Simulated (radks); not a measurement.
Xe33+, 21 electrons, occupied as [Ar] 3d3.

All-electron calculation, Dirac Kohn-Sham, LB94 model potential, spin-unpolarised, spherical densities, finite nucleus; open shells fill j = l - 1/2 first; Fermi nuclear charge, rms radius 4.7859 fm. Program: a radial shooting solver on a logarithmic mesh with Libxc functionals.

Energy parts (eV):
part                   energy
kinetic            194397.597
electron-nucleus  -405930.101
Hartree             33629.191
(The LB94 potential has no energy functional, so no total or exchange-correlation energy is given.)

Orbitals (lengths in bohr, moments of r in powers of bohr; <r^-3> diverges for s and p1/2):
orbital  occ.  eigenvalue (eV)  <r^-3>
1s1/2       2        -36132.23       -
2s1/2       2        -6986.147       -
2p1/2       2        -6678.139       -
2p3/2       4        -6346.598    5678
3s1/2       2        -2485.467       -
3p1/2       2        -2365.520       -
3p3/2       4        -2291.052    1307
3d3/2       3        -2101.150   222.1
3d5/2       0        -2083.917   205.0
4s1/2       0        -1263.564       -
4p1/2       0        -1214.134       -
4p3/2       0        -1187.209   478.1

The highest occupied level is 3d3/2 at -2101.2 eV. The electron density at the nucleus is 2.715e+05 e/bohr^3. The density falls to 0.001 e/bohr^3 at r = 0.85 bohr. Summed over all electrons, <r^2> = 1.052 bohr^2, which gives a Langevin (diamagnetic) susceptibility term of -0.833 x 10^-6 cm^3/mol.
